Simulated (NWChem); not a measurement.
# C2H5BO2; SMILES C(=C)B(O)O

```xyz
10

B     -0.0092    -0.5072     0.0007
C     -0.6609     0.9143     0.0023
C      0.0586     2.0445    -0.0017
H     -1.7504     1.0095     0.0064
H     -0.3972     3.0334    -0.0009
H      1.1460     2.0157    -0.0059
O      1.3542    -0.6211     0.0007
H      1.6175    -1.5540    -0.0010
O     -0.7458    -1.6707    -0.0010
H     -1.6979    -1.5036    -0.0012
```
Atoms are numbered in this order, from 1.

All runs use the structure optimised with B3LYP/6-31G* (spherical d).

Give the principal values of the shielding tensors (ppm) of B1, C2, C3, O7, O9 from BHandHLYP/pcSseg-1, GIAO (NWChem), with their diamagnetic and paramagnetic parts as GIAO splits them.


```
atom     σ11    σ22    σ33  isotropic  diamagnetic  paramagnetic
----  ------  -----  -----  ---------  -----------  ------------
B1      65.5   67.8   94.1       75.8        192.8        -117.1
C2     -77.7   53.1  167.8       47.8        258.8        -211.1
C3    -109.2   40.5  166.8       32.7        256.1        -223.4
O7     135.3  276.0  286.2      232.5        389.3        -156.8
O9     122.4  262.5  270.3      218.4        390.1        -171.7
```
